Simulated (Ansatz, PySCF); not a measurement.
System: Si2H4, charge 0, multiplicity 3. This is an excited triplet: at this geometry the singlet lies 0.18 eV lower at RI-MP2/CBS(aug-cc-pV(T+d)Z,aug-cc-pV(Q+d)Z)+[CCSD(T)-MP2]/aug-cc-pV(T+d)Z. 
Coordinates optimised at B3LYP-D3(BJ)/def2-TZVP (Ansatz, a first-principles code):
```xyz
6

Si     0.0275     1.0386     0.7131
H     -0.3603     2.3524     0.1251
Si    -0.0015    -0.9169    -0.5492
H      0.9247    -0.8278    -1.7057
H     -1.3648    -1.2131    -1.0562
H      0.4361    -2.0152     0.3419
```
Charge 0, spin multiplicity 3.

Total electronic energies in hartree. Cores are frozen in the correlated levels unless marked. UHF or UKS for open shells. Spin-orbit coupling is left out. Non-relativistic. CBS(X,Y): correlation extrapolated as X^-3; Hartree-Fock from the larger set. The bracket is a focal-point correction in the basis named.

| level | program | energy (Eh) |
|---|---|---|
| HF/6-31G | Ansatz | -580.01678 |
| HF/aug-cc-pV(D+d)Z | Ansatz | -580.12921 |
| HF/def2-TZVPP | Ansatz | -580.13874 |
| RI-HF/cc-pV(T+d)Z | Ansatz | -580.14935 |
| PBE/def2-TZVPD | Ansatz | -580.99683 |
| revPBE-D3(BJ)/def2-TZVPD | Ansatz + dftd3 | -581.19807 |
| TPSS/def2-TZVPD | PySCF | -581.36145 |
| B3LYP/def2-TZVPD | Ansatz | -581.34869 |
| PBE0/def2-SVP | Ansatz | -580.85540 |
| PW6B95-D3(BJ)/def2-TZVPD | PySCF + dftd3 | -581.82621 |
| HSE06-D4/def2-TZVPD | Ansatz + dftd4 | -581.04685 |
| B2PLYP-D4/def2-TZVPD | Ansatz + dftd4 | -581.05215 |
| RPA@PBE/cc-pV(T+d)Z | Ansatz | -580.58209 |
| MP2/aug-cc-pV(D+d)Z | Ansatz | -580.30766 |
| MP2/def2-TZVPPD | Ansatz | -580.35229 |
| SCS-MP2/6-31G* | Ansatz | -580.22194 |
| SCS-MP2/def2-TZVPP | Ansatz | -580.36352 |
| SCS-MP2/def2-TZVPPD | Ansatz | -580.36473 |
| CCSD/cc-pV(D+d)Z | Ansatz | -580.34196 |
| CCSD/def2-SVPD | Ansatz | -580.16090 |
| CCSD(T)/6-31G | Ansatz | -580.13541 |
| RI-MP2/CBS(aug-cc-pV(T+d)Z,aug-cc-pV(Q+d)Z)+[CCSD(T)-MP2]/aug-cc-pV(T+d)Z | Ansatz | -580.4462 |
| RI-MP2/CBS(def2-TZVPP,def2-QZVPP)+[CCSD(T)-MP2]/def2-TZVPP | Ansatz | -580.4470 |

Totals of different functionals don't rank their quality; only differences between species are comparable.
